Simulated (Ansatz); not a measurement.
Consider the redistribution: `C[S][AlH][OH]` + `[CH3][Sn][NH2]` → `[CH3][AlH][S]C` + `[NH2][Sn][OH]`.

Isolated molecules relaxed with PBE0-D4/def2-TZVP in Ansatz; ΔE leaves out vibrations. CCSD(T)/CBS adds triple-zeta CCSD(T) − MP2 to the extrapolated MP2 energy (def2 sets, frozen cores). DFT in def2-TZVPP. B3LYP here is the variant with VWN-RPA as its local correlation; programs differ in this. def2 core potentials past Kr. For Sn outer-core shells are correlated without core-valence functions, which leaves a few kJ/mol of doubt a bond. Each species was taken in one conformer, which may not be the lowest.

```
        level  ΔE (kJ/mol)
      PBE0-D4         43.7
     B3LYP-D4         44.0
 MP2/def2-SVP         54.6
MP2/CBS(def2)         47.3
```

Problem. What does CCSD(T)/CBS give? (Estimate.)

Solution. Computed: +47.0 kJ/mol. The listed levels differ from it by -3.3, -3.0, 7.6, 0.3 kJ/mol.

Largest T1 diagnostic among the species: 0.017.

From r2SCAN to r2SCAN0 (25 % exact exchange), in def2-TZVPP and without D4, ΔE moves by +4.9 kJ/mol. At CCSD(T), def2-SVP lies +8.1 kJ/mol from the extrapolated value and def2-TZVPP +5.2 kJ/mol. Leaving LDA and LC-ωPBE aside and taking each functional with its dispersion term where it has one, the values, not all of them listed here, spread over 11.9 kJ/mol, from revPBE-D4 to PBE-QIDH. LDA lies +3.7 kJ/mol from PBE without D4.
